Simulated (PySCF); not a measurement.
# Single point on SbH

State: ³Σ⁻ (triplet), unpaired electrons π ↑↑.

An equivalent input (the run itself took its basis sets from the Basis Set Exchange, started from a PBE0 density and held the occupation σ 5α 5β, πx 3α 2β, πy 3α 2β, δx 1α 1β, δy 1α 1β):

```python
from pyscf import gto, scf, cc
mol = gto.M(atom='Sb 0 0 0; H 0 0 1.717', basis={'Sb': 'def2-TZVPPD', 'H': 'def2-TZVPPD'}, ecp={'Sb': 'def2-TZVPPD'},
            charge=0, spin=2, verbose=4, symmetry='C2v')
mf = scf.UHF(mol)
mf.irrep_nelec = {'A1': (6, 6), 'A2': (1, 1), 'B1': (3, 2), 'B2': (3, 2)}
mf.conv_tol = 1e-9
mf.max_cycle = 60
mf.diis_space = 10
mf.kernel()
mycc = cc.CCSD(mf, frozen=[[0, 1, 2, 3, 68, 69, 70, 71, 72], [0, 1, 2, 3, 68, 69, 70, 71, 72]])
mycc.run(conv_tol=1e-7, conv_tol_normt=1e-5, max_cycle=80, diis_space=8)
et = mycc.ccsd_t()
```

The SCF ended at -239.83704470 hartree. The coupled-cluster part of the log:

```
******** <class 'pyscf.cc.uccsd.UCCSD'> ********
CC2 = 0
CCSD nocc = (9, 7), nmo = (64, 64)
frozen orbitals [[0, 1, 2, 3, 68, 69, 70, 71, 72], [0, 1, 2, 3, 68, 69, 70, 71, 72]]
max_cycle = 80
direct = 0
conv_tol = 1e-07
conv_tol_normt = 1e-05
diis_space = 8
diis_start_cycle = 0
diis_start_energy_diff = 1e+09
Init t2, MP2 energy = -0.309544702907308
Init E_corr(UCCSD) = -0.309544702908518
cycle = 1  E_corr(UCCSD) = -0.302951822684774  dE = 0.00659288022  norm(t1,t2) = 0.0657567
cycle = 2  E_corr(UCCSD) = -0.310063928269776  dE = -0.00711210559  norm(t1,t2) = 0.0203168
cycle = 3  E_corr(UCCSD) = -0.311339266996792  dE = -0.00127533873  norm(t1,t2) = 0.00987483
cycle = 4  E_corr(UCCSD) = -0.311894458803028  dE = -0.000555191806  norm(t1,t2) = 0.0023921
cycle = 5  E_corr(UCCSD) = -0.311808051518217  dE = 8.64072848e-05  norm(t1,t2) = 0.000800503
cycle = 6  E_corr(UCCSD) = -0.311795983363921  dE = 1.20681543e-05  norm(t1,t2) = 0.000211437
cycle = 7  E_corr(UCCSD) = -0.311803765707925  dE = -7.782344e-06  norm(t1,t2) = 9.39411e-05
cycle = 8  E_corr(UCCSD) = -0.311803475748524  dE = 2.89959401e-07  norm(t1,t2) = 3.30326e-05
cycle = 9  E_corr(UCCSD) = -0.311803073215473  dE = 4.02533051e-07  norm(t1,t2) = 1.02943e-05
cycle = 10  E_corr(UCCSD) = -0.31180326811228  dE = -1.94896808e-07  norm(t1,t2) = 4.15303e-06
cycle = 11  E_corr(UCCSD) = -0.311803224948068  dE = 4.3164212e-08  norm(t1,t2) = 1.83344e-06
UCCSD converged
E(UCCSD) = -240.1488479229137  E_corr = -0.3118032249480683
UCCSD(T) correction = -0.00728152716638289
```

T1 diagnostic 0.013, D1 0.056, 16 electrons correlated, 5 of the virtual orbitals (those above 20 hartree) left out.

Repeating this along the bond gives Re = 1.707 Å and ωe = 1937 cm⁻¹.

A point of this curve took 14 CPU seconds beside 0.23 for the integrals, on AMD EPYC 9R45 96-Core (shared host).

Correlated steps freeze 4 core orbitals. Spin–orbit coupling is left out. The state was picked by a PBE0 search and need not be the measured ground state.
